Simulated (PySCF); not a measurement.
MB for M along group 14

HF with double-zeta basis sets in PySCF, for the lowest determinant that a PBE0 search found; no spin–orbit coupling. De refers to high-spin ground-configuration atoms. A positive dipole means M(−)B(+).

| M | basis | reference | state (unpaired electrons) | Re (Å) | ωe (cm⁻¹) | De (eV) | μ (D) |
| --- | --- | --- | --- | --- | --- | --- | --- |
| Si | cc-pV(D+d)Z/cc-pVDZ | UHF | quartet (σ ↑, π ↑↑) | 1.874 | 866 | 2.33 | -0.08 |
| Ge | x2c-SVPall | UHF | quartet (σ ↑, π ↑↑) | 1.935 | 743 | 2.07 | -0.30 |
| Sn | def2-SVP | UHF | quartet (σ ↑, π ↑↑) | 2.144 | 611 | 1.54 | -0.89 |
| Pb | def2-SVP | UHF | quartet (σ ↑, π ↑↑) | 2.239 | 499 | 1.22 | -1.36 |

Task: By what factor does the well depth vary along the series?

Result: At HF it runs from 1.22 eV (BPb) to 2.33 eV (SiB), a factor of 1.91.

The rows differ in basis set, which adds steps of its own.

Down a group the atoms grow and get heavier, so bonds lengthen and wavenumbers fall; this series shows no clear exception.

These are scalar-relativistic numbers at best; spin–orbit coupling would shift them, the dissociation energy most. Hartree–Fock leaves out correlation, which carries a large part of most bond energies and some tenths to 1 eV of ionisation energies. States were picked by a PBE0 search and need not be the measured ground states.
